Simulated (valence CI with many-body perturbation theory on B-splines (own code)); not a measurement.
# Energy levels of Hg75+

Level of theory: relativistic CI+MBPT: three valence electrons over a frozen Dirac-Fock core [He], a basis of 11 s, 11 p, 10 d, 8 f, 5 g, 2 h functions for each j, with the one-electron correlation potential Σ1, the two-electron term Σ2, the three-electron term Σ3, Breit, model QED; selected CI, second order for the rest, scaled by the run's own slope (own B-spline code, finite nucleus).

No measured spectrum was set against this ion. As an estimate, large intervals hold to a few tenths of a per cent, small ones and those within an open d or f shell to about a per cent.

Levels 91 to 135 of 165, with energies above the lowest level, (2s^2 2p1/2) J=1/2. "Leading %" is the weight of the configuration and term that name the level; weights of strongly mixed levels are sums over their largest components and can fall short, so below about 35 % the name and the second component can differ from the true leading terms, or belong to a minority configuration. In the jj column 3d3/2^4 stands for four electrons in 3d with j = 3/2. Lifetimes count E1, E2, E3, M1 and M2 decay at the calculated energies, and are blank where another channel may lead or the interval is too uncertain; long ones can be off by a factor of two.

```tsv
No.	Configuration	Term	J	E (eV)	Leading %	Leading jj	Lifetime
91	2p2 3p	2P°	1/2	16203	87	2p1/2 2p3/2 3p3/2 (99 %)	1.64 fs
92	2p2 3d	2G	7/2	16208	56	2p1/2 2p3/2 3d3/2 (99 %)	10.1 fs
93	2p2 3d	2D	5/2	16226	38	2p1/2 2p3/2 3d3/2 (99 %)	351 as
94	2p2 3d	2D	3/2	16232	47	2p1/2 2p3/2 3d3/2 (100 %)	342 as
95	2p2 3d	2P	1/2	16243	39	2p1/2 2p3/2 3d3/2 (100 %)	324 as
96	2p2 3d	4D	7/2	16347	46	2p1/2 2p3/2 3d5/2 (100 %)	11.2 fs
97	2p2 3d	2G	9/2	16365	65	2p1/2 2p3/2 3d5/2 (100 %)	28.8 fs
98	2p2 3d	2P	3/2	16368	41	2p1/2 2p3/2 3d5/2 (100 %)	593 as
99	2p2 3d	2F	5/2	16369	44	2p1/2 2p3/2 3d5/2 (100 %)	486 as
100	2p2 3d	2D	5/2	16388	56	2p1/2 2p3/2 3d5/2 (99 %)	311 as
101	2p2 3d	2F	7/2	16395	71	2p1/2 2p3/2 3d5/2 (99 %)	286 as
102	2p2 3d	2D	3/2	16405	57	2p1/2 2p3/2 3d5/2 (100 %)	422 as
103	2p2 3d	2P	1/2	16411	56	2p1/2 2p3/2 3d5/2 (100 %)	405 as
104	2s2 4s	2S	1/2	17201	98	2s^2 4s (98 %)	3.51 fs
105	2s2 4p	2P°	1/2	17241	98	2s^2 4p1/2 (98 %)	6.20 fs
106	2s 2p 4s	4P°	1/2	17404	77	2s 2p1/2 4s (100 %)	3.81 fs
107	2s 2p 4s	4P°	3/2	17437	57	2s 2p1/2 4s (98 %)	3.70 fs
108	2s 2p 4p	4D	1/2	17440	66	2s 2p1/2 4p1/2 (100 %)	3.15 fs
109	2s 2p 4s	2P°	1/2	17447	87	2s 2p1/2 4s (100 %)	3.92 fs
110	2s 2p 4p	4D	3/2	17473	39	2s 2p1/2 4p1/2 (99 %)	1.95 fs
111	2s 2p 4p	4P	1/2	17487	41	2s 2p1/2 4p1/2 (100 %)	3.71 fs
112	2s2 4p	2P°	3/2	17500	97	2s^2 4p3/2 (97 %)	9.73 fs
113	2s2 4d	2D	3/2	17524	98	2s^2 4d3/2 (98 %)	987 as
114	2p2 3s	4P	5/2	17556	66	2p3/2^2 3s (100 %)	5.13 fs
115	2p2 3s	2P	3/2	17569	55	2p3/2^2 3s (100 %)	1.99 fs
116	2s2 4d	2D	5/2	17593	98	2s^2 4d5/2 (98 %)	1.04 fs
117	2s2 4f	2F°	5/2	17607	98	2s^2 4f5/2 (98 %)	2.01 fs
118	2p2 3s	2S	1/2	17636	68	2p3/2^2 3s (100 %)	3.12 fs
119	2s2 4f	2F°	7/2	17639	98	2s^2 4f7/2 (98 %)	2.09 fs
120	2p2 3p	4P°	3/2	17654	28	2p3/2^2 3p1/2 (100 %)	977 as
121	2p2 3p	2D°	5/2	17656	38	2p3/2^2 3p1/2 (100 %)	973 as
122	2s 2p 4p	4P	3/2	17701	30	2s 2p1/2 4p3/2 (100 %)	4.44 fs
123	2s 2p 4d	4F°	3/2	17723	58	2s 2p1/2 4d3/2 (100 %)	1.73 fs
124	2p2 3p	2P°	1/2	17730	75	2p3/2^2 3p1/2 (100 %)	972 as
125	2s 2p 4p	2P	1/2	17732	37	2s 2p1/2 4p3/2 (83 %)	2.15 fs
126	2s 2p 4p	2D	5/2	17737	42	2s 2p1/2 4p3/2 (100 %)	10.6 fs
127	2s 2p 4p	2D	3/2	17738	39	2s 2p1/2 4p3/2 (100 %)	2.80 fs
128	2s 2p 4d	4F°	5/2	17757	40	2s 2p1/2 4d3/2 (99 %)	2.85 fs
129	2s 2p 4d	4D°	1/2	17762	49	2s 2p1/2 4d3/2 (93 %)	616 as
130	2s 2p 4d	2D°	3/2	17763	26	2s 2p1/2 4d3/2 (100 %)	905 as
131	2p2 4s	4P	1/2	17771	38	2p1/2^2 4s (82 %)	3.64 fs
132	2s 2p 4d	4D°	5/2	17795	27	2s 2p1/2 4d5/2 (100 %)	1.03 fs
133	2p2 4p	2P°	1/2	17800	43	2p1/2^2 4p1/2 (92 %)	3.39 fs
134	2s 2p 4f	4G	5/2	17806	44	2s 2p1/2 4f5/2 (100 %)	2.03 fs
135	2s 2p 4d	2F°	7/2	17829	42	2s 2p1/2 4d5/2 (100 %)	1.03 fs
```
